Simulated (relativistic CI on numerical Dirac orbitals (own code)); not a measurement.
**Rh+: resonant inelastic scattering at the M2,3 edge**

Computed with this model: Dirac-Coulomb-Breit CI, orbitals from a KLI potential per configuration, a model potential for QED, valence Slater integrals scaled by 0.8, Kramers-Heisenberg scattering through one core-hole configuration in a parametric crystal field; configurations [Kr] 4d8 → [Ne] 3s2 3p5 3d10 4s2 4p6 4d9; 300 K; core-hole width 2 eV; summed over polarisations. Incident energies are the highest absorption maxima for each field (at most a few, so the weaker spin-orbit partner edge can be absent), on the computed scale of the free ion. Intensities are in per cent of the strongest line above 0.02 eV; levels within 1 cm⁻¹ are merged; final levels count from the ground level, the first row holds all elastic scattering, lines under 0.4 are left out and each table stops after 24 rows. The scale of the Slater integrals is a model choice and moves the terms in proportion.

Field parameters in Wybourne normalisation: Oh B⁴₀ = 21Dq, B⁴₄ = √(5/14) B⁴₀. The field is a parameter set, without covalency.

S is read from ⟨S²⟩ = S(S + 1).

Oh, 10Dq = 3450 cm⁻¹:

| Final level (eV) | Degeneracy | Irrep | S | 498.1 eV |
| --- | --- | --- | --- | --- |
| 0.000 | 3 | T2 | 1.00 | 423.0 |
| 0.365 | 2 | E | 0.99 | 98.2 |
| 0.410 | 3 | T1 | 1.00 | 100.0 |
| 0.549 | 3 | T2 | 0.99 | 88.8 |
| 0.573 | 1 | A2 | 1.00 | 22.5 |
| 0.611 | 1 | A1 | 0.99 | 1.8 |
| 0.774 | 3 | T1 | 1.00 | 8.0 |
| 0.893 | 2 | E | 0.86 | 10.7 |
| 0.939 | 3 | T2 | 0.98 | 14.4 |
| 1.383 | 2 | E | 0.41 | 7.2 |
| 1.555 | 3 | T2 | 0.56 | 36.7 |
| 1.845 | 2 | E | 0.94 | 42.5 |
| 1.933 | 3 | T1 | 1.00 | 1.2 |
| 1.943 | 1 | A1 | 0.87 | 2.0 |
| 1.975 | 3 | T2 | 0.69 | 31.7 |
| 2.036 | 1 | A1 | 0.28 | 7.2 |
| 2.168 | 3 | T1 | 0.02 | 19.8 |
| 2.438 | 2 | E | 0.04 | 2.4 |
| 2.479 | 3 | T2 | 0.03 | 9.2 |
| 4.818 | 1 | A1 | 0.03 | 1.4 |

Oh, 10Dq = 7750 cm⁻¹:

```tsv
Final level (eV)	Degeneracy	Irrep	S	498.4 eV	523.9 eV
0.000	3	T2	1.00	298.5	19.0
0.871	2	E	0.94	91.0	0.5
0.937	3	T1	1.00	94.6	10.3
1.033	3	T2	0.99	100.0	20.2
1.070	1	A2	1.00	23.4	3.7
1.262	2	E	0.37	6.0	8.3
1.409	1	A1	0.97	2.0	1.5
1.542	3	T1	1.00	12.7	11.7
1.683	3	T2	1.00	43.4	7.8
1.788	2	E	0.88	31.7	10.6
2.156	3	T2	0.33	18.5	6.5
2.204	1	A1	0.09	11.7	11.7
2.595	2	E	1.00	18.7	3.3
2.628	3	T1	0.63	4.6	15.6
2.681	1	A1	0.98	0.4	2.6
2.684	3	T2	0.85	23.9	5.3
2.701	3	T1	0.61	16.4	11.0
3.427	2	E	0.02	0.6	0.7
3.458	3	T2	0.03	2.9	1.1
5.635	1	A1	0.02	1.6	0.8
```

For the first field the strongest loss at the lowest incident energy is the level at 0.41 eV (S = 1.00, against 1.00 in the thermal ground state). Levels of other spin, the first over 8 % at 2.17 eV, appear because spin-orbit coupling of the core hole, and in heavier ions of the valence shell too, mixes spins.
